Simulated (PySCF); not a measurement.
One molecule, many functionals

Compound: CH9ClSi3.
Structure used (PBE0-D3(BJ)/def2-SVP), in Å, numbered top down from 1:
```
atom  x, y, z in Å
C1    -2.0532   -0.9211    0.4355
Si2   -1.1952    0.6156    1.1071
Si3    0.7057    1.1296   -0.1640
Si4    2.2753   -0.6077   -0.1918
Cl5    1.6286    2.7819    0.7268
H6    -2.9425   -1.1657    1.0361
H7    -2.3743   -0.7688   -0.6062
H8    -1.3746   -1.7878    0.4606
H9    -2.1087    1.8005    1.0904
H10   -0.7323    0.3956    2.5132
H11    0.3409    1.5081   -1.5655
H12    1.6589   -1.8285   -0.8021
H13    3.4839   -0.2243   -0.9822
H14    2.6792   -0.9234    1.2120
```

Linear-response calculations in the def2-SVPD basis (PySCF; singlets by full response, triplets Tamm–Dancoff, core orbitals frozen in the response; HF means time-dependent Hartree–Fock). 'Strongest' is the level of largest summed f among the singlets computed (10 roots, of which the last may lack a degenerate partner); it can jump between rows when another state enters that window. S1 is the lowest singlet of each run and needn't be the same state throughout; f(S1) is that of one state. Isolated species at its PBE0-D3(BJ)/def2-SVP geometry (one conformer only).

```csv
functional,kind,S1 (eV),f(S1),strongest (eV),T1 (eV),HOMO (eV),gap (eV),"ionisation energy, ΔSCF (eV)"
LDA,LDA,4.94,0.002,6.04,4.55,-6.64,4.72,9.16
PBE,GGA,5.04,0.002,6.16,4.57,-6.57,4.84,9.07
B3LYP,"global hybrid, 20% exact exchange",5.41,0.002,6.65,4.92,-7.46,6.40,9.35
PBE0,"global hybrid, 25% exact exchange",5.47,0.003,6.39,4.88,-7.66,6.74,9.37
BHandHLYP,"global hybrid, 50% exact exchange",5.85,0.004,8.11,5.24,-8.66,8.63,9.52
CAM-B3LYP,range-separated hybrid,5.69,0.003,7.47,5.12,-8.90,9.02,9.53
wB97X-D,range-separated hybrid,5.70,0.003,7.67,5.17,-9.42,10.21,9.51
LC-wPBE,range-separated hybrid,5.94,0.005,7.69,5.22,-10.17,11.34,9.73
HF,Hartree–Fock,6.45,0.011,8.50,5.53,-10.20,12.22,not settled
```

S1 runs from 4.94 eV (LDA) to 6.45 eV (HF), a spread of 1.51 eV, while the orbital gap spreads over 7.5 eV. Along PBE (0%), B3LYP (20%), PBE0 (25%), BHandHLYP (50%), HF (100%) S1 rises with the share of exact exchange. −ε(HOMO) comes closest to its own ΔSCF ionisation energy with wB97X-D (-0.08 eV) and misses most with LDA (-2.53 eV). 'Not settled' means that the ion's SCF failed to converge or may have ended in another state than the lowest.
